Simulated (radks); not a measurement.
Problem. Radial electron density D(r) = 4 pi r^2 rho(r) of an atom or ion with 6 electrons. Calculated with a radial shooting solver on a logarithmic mesh with Libxc functionals: Dirac Kohn-Sham, PBEsol, spin-unpolarised, spherical densities, point nucleus.

```
   r/bohr * D(r) (the largest magnitude, 10.9, reaches the edge; | marks zero)
 0.007914 | *
 0.009981 |  *
  0.01249 |    *
  0.01575 |      *
   0.0197 |          *
  0.02484 |              *
  0.03133 |                    *
   0.0392 |                           *
  0.04943 |                                    *
  0.06185 |                                            *
  0.07799 |                                                   *
  0.09758 |                                                      *
   0.1231 |                                                    *
   0.1552 |                                             *
   0.1942 |                                  *
   0.2448 |                        *
   0.3063 |                   *
   0.3863 |                     *
   0.4833 |                         *
   0.6095 |                           *
   0.7686 |                      *
   0.9616 |              *
    1.213 |      *
    1.517 | *
    1.913 *
    2.394 *
    3.019 *
```

What is the nuclear charge?

Solution. Z = 10. The innermost maximum, from 1s, lies near gamma/Z bohr with gamma = sqrt(1 - (Z/c)^2) = 0.997, here 0.0997 bohr (found: 0.102), and its height grows with Z. The density is that of the neon ion Ne4+ in [He] 2s2 2p2; the configuration itself is not fixed sharply by these data. D(r) has 2 maxima, at r = 0.102, 0.590 bohr, and minima at 0.327 bohr, inside which lie 2.19 electrons.
